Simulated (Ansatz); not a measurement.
Born–Oppenheimer molecular dynamics of CH3ClMgO (7 atoms, charge 0, multiplicity 1). It starts from a relaxed structure.

Theory: Ansatz 0.2.0, RHF/def2-SVP.

```yaml
ensemble: NVT, Langevin thermostat
time_step: 0.5 fs
steps_asked: 150
set_temperature: 100 K
friction: 0.05 /fs
temperature_schedule: 37 steps to 100 K, then 113 steps to 200 K
seed: 257218
```

First frame:

```xyz
7
Properties=species:S:1:pos:R:3
C 0.661 1.023 0.129
O -0.065 -0.129 -0.021
Mg -0.995 -1.601 -0.214
Cl -2.167 -3.453 -0.458
H 0.814 1.533 -0.829
H 0.160 1.733 0.797
H 1.653 0.825 0.551
```

Task: How far do the bonds stretch over the last three quarters of this one trajectory? (Pairs bonded in most of those frames.)

Result: 
```csv
bond,mean (Å),spread (Å),shortest,longest
C1–O2,1.369,0.012,1.35,1.40
C1–H5,1.098,0.015,1.07,1.13
C1–H6,1.097,0.013,1.07,1.12
C1–H7,1.094,0.015,1.07,1.12
O2–Mg3,1.761,0.024,1.73,1.81
Mg3–Cl4,2.226,0.016,2.20,2.25
```

Mean temperature of the second half: 127 K. The schedule's set-point averaged 167 K over the second half and the system 127 K, so it lags behind the ramp. A run of 0.075 ps of so small a system gives no equilibrium averages.

Time of the run: 2.4 min on 1 thread of Arm Neoverse V1 (shared host), peak memory 0.13 GiB.
